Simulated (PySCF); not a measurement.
Al$_{2}$H$_{3}$O$_{2}$ (calculated)

Computed with PySCF 2.14.0. Calculation on a computer-drawn molecule: the log of a Hartree-Fock and frozen-core CCSD(T) single point meant for a local Hartree-Fock minimum, with one planted fault or none, to be diagnosed. Offsets are logged minus clean, where the clean run is the same molecule without the fault. The reference is restricted for singlets and unrestricted otherwise, and also for a bond in bohr or an excited solution. Adding or removing an electron swaps singlet and doublet. The excited solution moves the top pair (singlet) or top alpha electron (doublet) to the lowest empty orbital. Highest occupied and lowest empty are orbital energies over both spins, largest force is the largest gradient component, triples share is (T) over the correlation energy, the T1 limit is 0.02 restricted and 0.045 unrestricted, electrons count all cores, a negative frequency is imaginary (commonest isotopes), and the dipole is about the centre of nuclear charge.

```xyz
7
formula=Al2H3O2 meant_charge=1 meant_multiplicity=1 meant_basis=cc-pV(D+d)Z logged_electrons=44 logged_basis_functions=31 logged_SCF_converged=yes logged_spin_squared=0 logged_highest_occupied=-12.798 logged_lowest_empty=1.8657 logged_largest_force=0.075878 logged_T1_diagnostic=0.028922 logged_D1_diagnostic=0.077231 logged_triples_share=0.070436 logged_CC_converged=yes logged_dipole_magnitude=5.7755 logged_SCF_stable_within_its_kind=yes logged_energy_HF=-627.4224 logged_energy_CCSD(T)=-627.60332 possible_faults=no_fault,one_electron_removed,one_electron_added,multiplicity_raised_by_two,geometry_at_a_saddle_point,SCF_held_on_an_excited_solution,minimal_basis_STO-3G,one_bond_length_entered_in_bohr,all_coordinates_scaled planted_fault=minimal_basis_STO-3G HF_energy_offset_from_clean_run=4897 CCSD(T)_energy_offset_from_clean_run=5103
O      0.1074     0.7137     2.8616
Al    -0.5297     1.2699     1.4299
O      0.1338     0.3548     0.0975
Al     0.9155    -0.6531    -0.8802
H      0.0038     0.9394     3.7714
H     -1.5477     2.3918     1.1022
H      1.6461    -1.6011    -1.8437
```

Units: logged_highest_occupied, logged_lowest_empty in eV; logged_largest_force in hartree/bohr; logged_dipole_magnitude in debye; logged_energy_HF, logged_energy_CCSD(T) in hartree; HF_energy_offset_from_clean_run, CCSD(T)_energy_offset_from_clean_run in kcal/mol.

Drawn bonds:
| atom | other atom | order |
| --- | --- | --- |
| 1 | 2 | 1 |
| 2 | 3 | 1 |
| 3 | 4 | 1 |
| 1 | 5 | 1 |
| 2 | 6 | 1 |
| 4 | 7 | 1 |

Notes: T1 above single-reference limit.
